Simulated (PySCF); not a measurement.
Level of theory: PBE0/[Mo def2-TZVP with ECP28, N def2-TZVP, H def2-TZVP], scalar-relativistic core potentials, density fitting, no spin–orbit coupling, PySCF.

```xyz
5
charge 0 multiplicity 1, angstrom
Mo    0.0000    0.1556    0.1101
N     0.0000   -1.1607   -0.8211
H     1.4589   -0.1508    0.9250
H    -1.4589   -0.1508    0.9250
H     0.0000    1.3085   -1.1378
```

H₃MoN (singlet), along the line from Mo1 (at 0) through N2 (at 1.612 Å). Core electrons replaced by a potential are absent, the electrostatic potential uses the reduced nuclear charge, and values within about 0.7 Å of such atoms have no physical meaning.

Tabulate the fields along this line at 0.81, 0.89, 0.97, 1.05, 1.13, 1.21, 1.29, 1.37, 1.45, 1.53, 1.69, 1.77, 1.85, 1.93, 2.02, 2.10, 2.18, 2.26, 2.34, 2.42, 2.50, 2.58 Å.


| distance (Å) | electron density (e/Å³) | electron localisation function | electrostatic potential (V) |
| --- | --- | --- | --- |
| 0.81 | 2.49 | 0.49 | 36.7 |
| 0.89 | 2.34 | 0.535 | 30.6 |
| 0.97 | 2.44 | 0.645 | 29.4 |
| 1.05 | 2.74 | 0.738 | 33.5 |
| 1.13 | 3.2 | 0.757 | 44.4 |
| 1.21 | 3.74 | 0.645 | 65.4 |
| 1.29 | 4.41 | 0.282 | 103 |
| 1.37 | 6.76 | 0.101 | 174 |
| 1.45 | 24.9 | 0.647 | 327 |
| 1.53 | 172 | 0.999 | 856 |
| 1.69 | 171 | 0.998 | 855 |
| 1.77 | 24.6 | 0.625 | 326 |
| 1.85 | 6.74 | 0.111 | 171 |
| 1.93 | 4.27 | 0.342 | 99.6 |
| 2.02 | 3.35 | 0.761 | 60.3 |
| 2.10 | 2.56 | 0.892 | 37 |
| 2.18 | 1.88 | 0.927 | 22.7 |
| 2.26 | 1.35 | 0.937 | 13.8 |
| 2.34 | 0.956 | 0.938 | 8.15 |
| 2.42 | 0.666 | 0.935 | 4.56 |
| 2.50 | 0.461 | 0.93 | 2.27 |
| 2.58 | 0.32 | 0.922 | 0.817 |
